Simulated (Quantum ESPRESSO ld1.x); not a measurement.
The numbers below are computed, except where a source is named.
All-electron atom: Rb II in [Kr]. Level of theory: scalar-relativistic Kohn-Sham, exchange-only LDA, spin-polarised, spherical densities, point nucleus (ld1.x of Quantum ESPRESSO 7.5).

X-ray form factor f0, the Fourier transform of the density (f0(0) = 36):

sin(theta)/lambda (1/angstrom),f0 (electrons)
0.05,35.430
0.1,33.878
0.15,31.725
0.2,29.380
0.25,27.139
0.3,25.142
0.4,21.907
0.5,19.348
0.6,17.118
0.8,13.243
1,10.270
1.25,7.891
1.5,6.567
2,5.186
